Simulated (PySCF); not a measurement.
SMILES [TeH][GeH3] at its B3LYP/def2-SVP optimised geometry (Å):

```
6

Te    -1.4354    -1.6610     2.0390
H     -0.7415    -0.5827     3.1129
Ge    -0.5080    -0.3512     0.0000
H      1.0340    -0.3512     0.0000
H     -1.0340    -1.1003    -1.2398
H     -1.0282     1.1003     0.0000
```

Method: B3LYP/def2-TZVP, def2 effective core potentials past Kr (PySCF 2.14.0). The core electrons that the potentials of Te replace are not part of the density. Cells within 0.4 Å of a nucleus heavier than hydrogen are left out (blank, or x).

Map of the electron localisation function on the plane z = 0.0 Å:

```
|0000000000000000000000000000000|
|0000000000000000000000000000000|
|0000000000000000000000000000000|
|0000000001221100000000000000000|
|0000000257787531000000000000000|
|0000003799999973100000000000000|
|0000037999999996200000000000000|
|0000169999999997300000000000000|
|0000389999999998300000000000000|
|0000389999999997300000000000000|
|0000279999999996210112210000000|
|0000159999999985212356653000000|
|0000037999999764335789987300000|
|0000014788852112358999999610000|
|0000002455212221379999999830000|
|0000001232137x62189999999950000|
|000000122126xxx4179999999961000|
|000000122126xxx4179999999961000|
|000000123213xx62189999999950000|
|0000001233112321379999999830000|
|0000000123321112468999999610000|
|0000000123333222346899986200000|
|0000000011233222122356542000000|
|0000000001111111000011100000000|
|0000000000001000000000000000000|
|0000000000000000000000000000000|
|0000000000000000000000000000000|
|0000000000000000000000000000000|
|0000000000000000000000000000000|
|0000000000000000000000000000000|
|0000000000000000000000000000000|
```
Scale: ten equal steps from 0.000 (start of '0') to 1.000 (end of '9'), in the order '0123456789'; x runs from -3.50 to 3.50, y from -3.50 (bottom) to 3.50 (top).
